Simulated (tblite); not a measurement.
C5H9ClN2Si.
Atom-mapped SMILES: `[CH2:1]=[CH:2][CH2:3][Si@H:4]([Cl:5])/[N:6]=[CH:7]\[N:8]=[CH2:9]` (hydrogens: H10, H11 on C1; H12 on C2; H13, H14 on C3; H15 on Si4; H16 on C7; H17, H18 on C9)

Computed with GFN2-xTB (tblite), gas phase: L-BFGS steps from a force-field or distance-geometry start until the largest atomic force falls under 0.01 eV/Å.

Step 171: E = -745.6190 eV
```
atom  x, y, z in Å  |  force x, y, z in eV/Å
C1      2.6375   -1.0355    0.5966   -0.086  -0.011   0.005
C2      1.4009   -0.5687    0.5638    0.095  -0.045   0.003
C3      1.0372    0.8591    0.3578   -0.023  -0.055  -0.012
Si4     0.1791    1.1597   -1.3303   -0.022   0.075  -0.101
Cl5    -0.1318    3.1656   -1.4492   -0.011  -0.039   0.026
N6     -1.3550    0.4967   -1.6967    0.026   0.000   0.083
C7     -2.2180   -0.2414   -1.1475    0.001   0.045   0.032
N8     -2.1015   -0.9504   -0.0129   -0.032   0.010   0.096
C9     -2.1637   -0.7392    1.2162    0.019   0.045  -0.170
H10     3.4935   -0.3925    0.4745   -0.015   0.007   0.023
H11     2.8412   -2.0819    0.7528    0.025   0.024  -0.044
H12     0.5696   -1.2548    0.6733   -0.003   0.040   0.002
H13     1.9301    1.4795    0.4381    0.019   0.000  -0.030
H14     0.3582    1.1749    1.1528   -0.043   0.007   0.057
H15     1.0184    0.7525   -2.4488    0.047  -0.032   0.017
H16    -3.1236   -0.4792   -1.7165    0.023  -0.050   0.098
H17    -1.9370   -1.5514    1.8953    0.005  -0.033  -0.009
H18    -2.4440    0.2133    1.6693   -0.026   0.010  -0.076
```

Step 172: E = -745.6221 eV
```
atom  x, y, z in Å  |  force x, y, z in eV/Å
C1      2.6323   -1.0424    0.5896   -0.048   0.059   0.025
C2      1.3989   -0.5670    0.5641    0.019  -0.093  -0.030
C3      1.0431    0.8631    0.3578   -0.006  -0.062  -0.001
Si4     0.1791    1.1656   -1.3269    0.000   0.064  -0.089
Cl5    -0.1574    3.1706   -1.4199    0.007  -0.071   0.004
N6     -1.3489    0.4901   -1.6897    0.014   0.020   0.008
C7     -2.2119   -0.2519   -1.1475    0.051   0.044   0.015
N8     -2.1016   -0.9547   -0.0109    0.011  -0.058   0.047
C9     -2.1641   -0.7296    1.2136   -0.007  -0.028  -0.006
H10     3.4896   -0.3966    0.4712   -0.050  -0.057   0.024
H11     2.8326   -2.0897    0.7442    0.029   0.033  -0.050
H12     0.5603   -1.2489    0.6688    0.062   0.081   0.010
H13     1.9424    1.4761    0.4264    0.009   0.000  -0.008
H14     0.3733    1.1853    1.1590   -0.027   0.008   0.034
H15     1.0247    0.7569   -2.4446   -0.001   0.015   0.057
H16    -3.1073   -0.5089   -1.7185   -0.048  -0.020   0.011
H17    -1.9466   -1.5398    1.9010    0.005   0.031  -0.022
H18    -2.4476    0.2280    1.6507   -0.020   0.033  -0.029
```

Step 173: E = -745.6242 eV
```
atom  x, y, z in Å  |  force x, y, z in eV/Å
C1      2.6319   -1.0537    0.5600   -0.022   0.071   0.042
C2      1.4005   -0.5736    0.5544    0.015  -0.080  -0.061
C3      1.0464    0.8594    0.3659    0.006  -0.055   0.010
Si4     0.1847    1.1765   -1.3167   -0.009   0.022  -0.083
Cl5    -0.1981    3.1716   -1.3771    0.005  -0.034  -0.002
N6     -1.3226    0.4633   -1.6947    0.001   0.019  -0.016
C7     -2.1817   -0.2814   -1.1511    0.029  -0.018   0.073
N8     -2.0824   -0.9495    0.0094   -0.048   0.040   0.324
C9     -2.1893   -0.6921    1.2291   -0.010  -0.055  -0.247
H10     3.4897   -0.4085    0.4434   -0.042  -0.060   0.023
H11     2.8301   -2.1031    0.7013    0.030   0.029  -0.054
H12     0.5622   -1.2546    0.6532    0.024   0.061   0.027
H13     1.9471    1.4699    0.4379    0.010   0.003   0.002
H14     0.3788    1.1743    1.1725   -0.017   0.002   0.011
H15     1.0398    0.8015   -2.4399   -0.005   0.023   0.069
H16    -3.0585   -0.5818   -1.7339    0.005   0.018   0.040
H17    -1.9790   -1.4857    1.9416    0.001   0.119  -0.066
H18    -2.5086    0.2737    1.6332    0.026  -0.105  -0.090
```

Question: Estimate the geometry and energy of step 174. (The exact step hangs on the optimiser's Hessian estimate; all steps are aligned on step 173, rigid shifts and turns removed.)

Answer: E = -745.6275 eV, largest force 0.182 eV/Å
```
atom  x, y, z in Å  |  force x, y, z in eV/Å
C1      2.6339   -1.0509    0.5325   -0.002   0.047   0.031
C2      1.3985   -0.5833    0.5509    0.008  -0.038  -0.062
C3      1.0272    0.8476    0.3836    0.014  -0.035   0.015
Si4     0.1916    1.1726   -1.3113    0.000  -0.062  -0.030
Cl5    -0.2056    3.1569   -1.3709   -0.014   0.076  -0.006
N6     -1.3041    0.4429   -1.7032    0.000   0.015  -0.015
C7     -2.1677   -0.2908   -1.1524    0.009  -0.096   0.154
N8     -2.0829   -0.9349    0.0257   -0.010   0.009  -0.061
C9     -2.1926   -0.6597    1.2374   -0.023  -0.067  -0.083
H10     3.4826   -0.3959    0.4162   -0.004  -0.025   0.014
H11     2.8468   -2.1000    0.6477    0.018   0.012  -0.034
H12     0.5692   -1.2722    0.6496   -0.025   0.015   0.028
H13     1.9185    1.4691    0.4757    0.013   0.005   0.011
H14     0.3430    1.1423    1.1848    0.002  -0.008  -0.011
H15     1.0677    0.8084   -2.4195    0.005   0.010   0.042
H16    -3.0343   -0.6116   -1.7401    0.007   0.035   0.056
H17    -1.9955   -1.4465    1.9602    0.015   0.116  -0.035
H18    -2.5053    0.3122    1.6217   -0.011  -0.008  -0.017
```

The energy changes by -0.0033 eV. The first-order estimate −F·Δx gives -0.0060 eV and the mean of the old and new forces, exact on a quadratic surface, -0.0033 eV. The step makes an angle of 85° with the force vector and moves no atom by more than 0.056 Å.

What follows is the cost of the whole relaxation. Hardware: one thread of an Intel Xeon at 2.70 GHz, shared host. Cost: 5.5 s.
